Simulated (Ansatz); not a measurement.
`O=C([SiH3])S[SiH3]` and `O=C([SiH3])[AsH2]` differ in one atom or group.

Ansatz, PBE0-D4/def2-TZVP geometries, multiplicity 1. 

Scalar relativity is left out up to krypton.

```
                                          property  `O=C([SiH3])S[SiH3]`
size of the dipole moment (ωB97M-V/def2-TZVPP) / D                  1.03
  size of the dipole moment (B3LYP/def2-TZVPP) / D                  1.00
                 HOMO energy (PBE/def2-TZVPP) / eV                 -6.11
             HOMO energy (ωB97M-V/def2-TZVPP) / eV                 -9.67
               HOMO–LUMO gap (PBE/def2-TZVPP) / eV                  3.51
           HOMO–LUMO gap (ωB97M-V/def2-TZVPP) / eV                 10.25
```

(1) Give the same properties after the change, and the shifts. (Best estimate.)

Results:

(1) Computed: 
```tsv
property	`O=C([SiH3])[AsH2]`	shift
size of the dipole moment (ωB97M-V/def2-TZVPP) / D	1.93	0.90
size of the dipole moment (B3LYP/def2-TZVPP) / D	1.90	0.90
HOMO energy (PBE/def2-TZVPP) / eV	-5.37	0.74
HOMO energy (ωB97M-V/def2-TZVPP) / eV	-8.63	1.04
HOMO–LUMO gap (PBE/def2-TZVPP) / eV	2.55	-0.96
HOMO–LUMO gap (ωB97M-V/def2-TZVPP) / eV	9.12	-1.13
```

With PBE0 the HOMO rises by 0.91 eV and the LUMO falls by 0.14 eV, so the gap narrows by about 1.05 eV. PBE moves the HOMO by 0.74 eV and ωB97M-V by 1.04 eV. Dipoles are sizes alone; their direction can turn.

B3LYP here is the variant with VWN-RPA as its local correlation; programs differ in this.
